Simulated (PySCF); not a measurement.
Calculation: TPSSh-D3(BJ)/def2-TZVP // CAM-B3LYP-D3(BJ)/def2-TZVP (PySCF). Gas-phase values, no solvent. Excitations are Tamm–Dancoff values on a coarser integration grid. The basis has no diffuse functions, so Rydberg states are missing or too high.

Reference species (SMILES): `[Ga]([NH2])([Br])[Br]` (neutral, multiplicity 1).

The S1–T1 gap (TDA) is 0.36 eV, the LUMO is -1.65 eV and the S1 excitation (TDA) is 5.05 eV. The HOMO is -7.20 eV.

After one change: the S1–T1 gap (TDA) decreases by 0.04 eV; the LUMO falls by 0.96 eV; the S1 excitation (TDA) drops by 0.07 eV; the HOMO drops by 0.83 eV.

**Question.** Name the change that produced these shifts. The new species is one of these.
A) `[Br][Ga]([Br])[Br]`
B) `[NH2][Ga]([NH2])[NH2]`
C) `[NH2][Ga]([NH2])[Br]`

**Answer.** A, `[Br][Ga]([Br])[Br]`
